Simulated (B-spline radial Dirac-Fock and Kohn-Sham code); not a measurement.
Z = 25 (manganese), transition energy 36.5 keV. Method: a Dirac-Hartree-Slater potential of the neutral atom with a Latter tail (no hole, which puts coefficients of high multipoles low close above an edge), finite nucleus with surface currents. Computed with an atomic code on a B-spline grid. Subshells that would emit electrons below 1 keV are left out.

Problem. A pure transition shows α(K) = 5610, L1/L2 = 4.98 and L1/L3 = 1.03. What is its multipolarity?
A. M3
B. M1
C. E1
D. E2
E. M2
F. E4
G. M4
H. E3

Solution. G. For comparison, α(K), L1/L2, L1/L3 are E1 0.756, 18.4, 10.1; E2 18.1, 3.34, 1.97; E3 356, 0.775, 0.472; E4 6750, 0.253, 0.156; M1 0.439, 21.4, 49.3; M2 11.3, 11.4, 8.29; M3 254, 7.10, 2.24.
